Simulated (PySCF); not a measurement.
Simulated absorption spectrum

Compound: PP3SSO nortricyclane, OP4S2.
Bonds: P1–S2, P1–S5, P1–O7, S2–P3, P3–P4, P3–P6, P4–S5, P4–P6, P6–O7.

The calculation used PySCF 2.14.0, density-fitted response routines, TDDFT wB97X-D/def2-SVPD, vertical, gas phase, core orbitals frozen in the response. Geometry: PBE0-D3(BJ)/def2-SVP, one conformer, isolated molecule.

Each state is given a Gaussian of 0.25 eV full width at half maximum, with ε(max) = 2.175×10⁸ f / Δν̃ (Δν̃ the width in cm⁻¹). The width is an assumption, not a result. The curve ends short of the highest state used, and states not computed would add to its high-energy end.

| λ (nm) | ε (L mol⁻¹ cm⁻¹) |
| --- | --- |
| 247.5 | 916 |
| 250.5 | 649 |
| 253.4 | 364 |
| 256.3 | 161 |
| 259.2 | 57 |
| 262.1 | 16 |
| 265.1 | 4 |
| 268.0 | 1 |
| 270.9 | 0 |
| 273.8 | 0 |
| 276.7 | 0 |
| 279.6 | 0 |
| 282.6 | 0 |
| 285.5 | 1 |
| 288.4 | 4 |
| 291.3 | 10 |
| 294.2 | 20 |
| 297.1 | 39 |
| 300.1 | 70 |
| 303.0 | 112 |
| 305.9 | 164 |
| 308.8 | 220 |
| 311.7 | 266 |
| 314.6 | 290 |
| 317.6 | 285 |
| 320.5 | 252 |
| 323.4 | 201 |
| 326.3 | 146 |
| 329.2 | 96 |
| 332.1 | 58 |
| 335.1 | 32 |
| 338.0 | 16 |
| 340.9 | 8 |
| 343.8 | 3 |
| 346.7 | 1 |
| 349.6 | 1 |

Question: Where are the band maxima, and which computed states make them?

Answer: 316 nm (3.93 eV), ε about 290, made up of S1 (95%) (ε in L mol⁻¹ cm⁻¹; maxima over ε = 5, shares over 10%). At its high-energy end, 5.01 eV, the curve is still rising (ε about 920, from S4 and S5). The states used: S1 3.92 eV (f 0.0026); S2 4.07 eV (f 0.0003); S3 4.91 eV (f 0.0001); S4 5.03 eV (f 0.0072); S5 5.15 eV (f 0.0030); S6 5.30 eV (f 0.0014); S7 5.33 eV (f 0.0057); S8 5.43 eV (f 0.0020); S9 5.50 eV (f 0.0054); S10 5.61 eV (f 0.010).

Question: On this curve, what absorbance would a 10⁻⁴ mol/L sample give at 266 nm over a 1 cm path?

Answer: 266 nm is 4.661 eV, where ε is about 2.3 L mol⁻¹ cm⁻¹, so A = ε c l ≈ 0.00023 (Beer–Lambert, with the gas-phase spectrum and the assumed width).

Question: What would ε be at 3.93 eV, the highest of these maxima, with half the width (0.125 eV)?

Answer: About 549 L mol⁻¹ cm⁻¹ against 292, a factor of about 1.9; a lone state at its own centre would give exactly 2.

Question: Coming from long wavelengths, where does ε first pass 100 L mol⁻¹ cm⁻¹?

Answer: At about 329 nm (3.77 eV), 0.15 eV below S1.
